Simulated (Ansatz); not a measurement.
System: LaO (charge 0, doublet). The spin state was set by rule; other spins were not relaxed. 
Structure (B3LYP-D3(BJ)/def2-TZVP (Ansatz, a first-principles code) minimum search):
```xyz
2

La     0.0000     0.0000    -0.2366
O      0.0000     0.0000     1.6855
```
Charge 0, spin multiplicity 2.

Computed values are from Ansatz. Cores are frozen in the correlated levels unless marked. UHF or UKS for open shells. Spin-orbit coupling is left out. Frozen are the shells of the preceding noble gas and the d and f shells that filled before the atom's block. Past Kr the def2 sets carry scalar-relativistic core potentials. Basis-set limits of correlation are two-point, X^-3; Hartree-Fock from the larger set.

- vertical ionisation energy (to the singlet) = 5.13 eV at CCSD(T)/CBS(def2-TZVPPD,def2-QZVPPD)
- total energy = -106.4010 Eh at CCSD(T)/CBS(def2-TZVPPD,def2-QZVPPD)
- dipole moment = 3.95 D at CCSD(T)/def2-SVPD
- T1 diagnostic = 0.030 at CCSD/def2-QZVPPD
